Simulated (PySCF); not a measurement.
## Which determinant of CaC⁺ lies lowest?

Unrestricted PBE0; basis Ca 3-21G, C 3-21G; no relativity; PySCF 2.14. Outer shells of the fragments: Ca+ 4s1; C 2s2 2p2.

Followed along the bond (rough minima from three points):

```
2Ms+1   unpaired  ⟨S²⟩ at the start  R at minimum (Å)  Te (eV)
    4  σ ↑, π ↑↑               3.75              2.40     0.00
    2        π ↑               1.15              2.81     0.63
    2  σ ↓, π ↑↑               1.75              2.50     0.82
    2  σ ↑, π ↑↓               1.75              2.43     0.90
```

Solutions found at the starting distance of 2.400 Å, counted from the lowest of them; the search is not exhaustive and high or unbound solutions are not listed, so other states can lie among these:

```
2Ms+1   unpaired   term  E (eV)  ⟨S²⟩  ⟨Lz²⟩  μ (D)
    4  σ ↑, π ↑↑    ⁴Σ⁻    0.00  3.75   0.00  -8.12
    2  σ ↓, π ↑↑  mixed    0.84  1.75   0.00  -6.78
    2  σ ↑, π ↑↓  mixed    0.90  1.75   2.00  -7.66
    2        π ↑  mixed    0.95  1.15   1.00  -4.32
    4  σ ↑↑, π ↑     ⁴Π    1.77  3.75   1.00   0.74
    2        σ ↑  mixed    2.13  0.76   2.00  -7.68
```

A term symbol is given only where ⟨S²⟩ and ⟨Lz²⟩ are close to those of a pure state; real π, δ and φ orbitals otherwise mix terms. A positive dipole points towards C; it is taken about the centre of mass and depends on that origin.

Question: Compare the gap between the two lowest followed solutions at the starting distance with the gap between their minima.

Answer: At PBE0 the second solution (Ms = 0.5 of mixed spin, unpaired electrons π ↑) lies +0.95 eV from the first (quartet, unpaired electrons σ ↑, π ↑↑) at 2.400 Å and +0.63 eV at the minima; the two curves relax by different amounts, since their minima lie near 2.81 and 2.40 Å.

Counting both spins, an empty level lies below a filled one in some of these solutions, because spin and occupation are held. 3-21G is very small, so such numbers show the basis as much as the molecule.
